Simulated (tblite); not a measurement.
C₅H₉BN₂O₂.
SMILES with atom numbers: `[CH3:1][O:2][B:3]([O:4][CH3:5])[c:6]1[cH:7][n:8][cH:9][nH:10]1` (hydrogens: H11, H12, H13 on C1; H14, H15, H16 on C5; H17 on C7; H18 on C9; H19 on N10)

Computed with GFN2-xTB (tblite), gas phase: L-BFGS steps from a force-field or distance-geometry start until the largest atomic force falls under 0.01 eV/Å.

Step 142: E = -832.2161 eV
```
atom  x, y, z in Å  |  force x, y, z in eV/Å
C1     -1.9090   -1.5831   -0.4255    0.009   0.022  -0.016
O2     -1.6606   -0.2926    0.0703   -0.015  -0.015   0.009
B3     -0.4427    0.2915    0.1963    0.002  -0.014  -0.014
O4     -0.3983    1.5775    0.6481    0.007  -0.011  -0.022
C5     -1.5708    2.2993    0.9541    0.015  -0.022  -0.011
C6      0.9547   -0.3143   -0.1425   -0.025  -0.003  -0.044
C7      1.4420   -1.5075   -0.6373   -0.020   0.020  -0.005
N8      2.7860   -1.4642   -0.7863    0.010   0.023   0.030
C9      3.1433   -0.2701   -0.3948    0.024   0.004   0.004
N10     2.0840    0.4614   -0.0006   -0.001   0.000   0.040
H11    -2.9037   -1.8812   -0.0885    0.000   0.034  -0.007
H12    -1.1734   -2.2994   -0.0589    0.004  -0.025   0.023
H13    -1.8864   -1.5752   -1.5195    0.016  -0.020   0.025
H14    -2.3670    2.0655    0.2448    0.006   0.018   0.013
H15    -1.9136    2.0454    1.9605    0.007   0.032  -0.008
H16    -1.3200    3.3600    0.9017   -0.033  -0.012   0.032
H17     0.9081   -2.3987   -0.8974   -0.013  -0.022  -0.027
H18     4.1528    0.0915   -0.3859   -0.005   0.003  -0.001
H19     2.0648    1.4034    0.3539    0.009  -0.012  -0.021
```

Step 143: E = -832.2169 eV
```
atom  x, y, z in Å  |  force x, y, z in eV/Å
C1     -1.9065   -1.5831   -0.4252   -0.003  -0.006   0.024
O2     -1.6603   -0.2925    0.0703   -0.005  -0.007   0.022
B3     -0.4423    0.2908    0.2001   -0.005  -0.007  -0.017
O4     -0.3986    1.5769    0.6516    0.007  -0.011  -0.015
C5     -1.5717    2.2989    0.9548    0.021  -0.015  -0.008
C6      0.9548   -0.3149   -0.1388   -0.021  -0.007  -0.050
C7      1.4406   -1.5071   -0.6371   -0.014   0.013  -0.005
N8      2.7841   -1.4630   -0.7914    0.005   0.005   0.027
C9      3.1428   -0.2696   -0.3999    0.007   0.018   0.012
N10     2.0842    0.4609   -0.0007    0.013   0.008   0.043
H11    -2.9092   -1.8737   -0.1042    0.011   0.032  -0.007
H12    -1.1819   -2.3036   -0.0426   -0.012  -0.001   0.011
H13    -1.8661   -1.5790   -1.5174    0.023  -0.026  -0.013
H14    -2.3655    2.0662    0.2428    0.000   0.018   0.009
H15    -1.9182    2.0455    1.9600    0.010   0.025  -0.008
H16    -1.3199    3.3596    0.9044   -0.033  -0.010   0.028
H17     0.9059   -2.3986   -0.8950   -0.012  -0.019  -0.028
H18     4.1519    0.0926   -0.3937   -0.003   0.003  -0.003
H19     2.0659    1.4027    0.3547    0.010  -0.012  -0.021
```

Task: Estimate the geometry and energy of step 144. (The exact step hangs on the optimiser's Hessian estimate; all steps are aligned on step 143, rigid shifts and turns removed.)

Result: E = -832.2157 eV, largest force 0.341 eV/Å
```
atom  x, y, z in Å  |  force x, y, z in eV/Å
C1     -1.8834   -1.5840   -0.4221   -0.093  -0.215  -0.002
O2     -1.6562   -0.2943    0.0824    0.002  -0.044   0.021
B3     -0.4400    0.2903    0.2293   -0.033   0.022  -0.050
O4     -0.4034    1.5772    0.6775    0.013  -0.014   0.020
C5     -1.5806    2.3009    0.9615    0.029  -0.009   0.007
C6      0.9531   -0.3154   -0.1187    0.008   0.006  -0.065
C7      1.4254   -1.5049   -0.6348   -0.005  -0.071  -0.021
N8      2.7659   -1.4618   -0.8220   -0.039  -0.020   0.042
C9      3.1356   -0.2715   -0.4327   -0.025   0.059   0.018
N10     2.0862    0.4582   -0.0055    0.053   0.070   0.073
H11    -2.9357   -1.8343   -0.2153    0.289   0.057  -0.054
H12    -1.2285   -2.3267    0.0625   -0.212   0.215  -0.158
H13    -1.7169   -1.6033   -1.5099    0.008  -0.044   0.240
H14    -2.3587    2.0754    0.2309   -0.013   0.015   0.000
H15    -1.9531    2.0484    1.9580    0.033  -0.006  -0.019
H16    -1.3229    3.3601    0.9234   -0.031   0.010   0.014
H17     0.8810   -2.3965   -0.8780    0.027   0.027  -0.024
H18     4.1451    0.0914   -0.4481   -0.024  -0.008  -0.005
H19     2.0771    1.3997    0.3541    0.015  -0.051  -0.037
```

The energy changes by +0.0011 eV. The first-order estimate −F·Δx gives -0.0047 eV and the mean of the old and new forces, exact on a quadratic surface, +0.0045 eV. The step makes an angle of 82° with the force vector and moves no atom by more than 0.151 Å. The energy falls at the start of this step and ends higher, so the step passed the lowest point of its straight line.
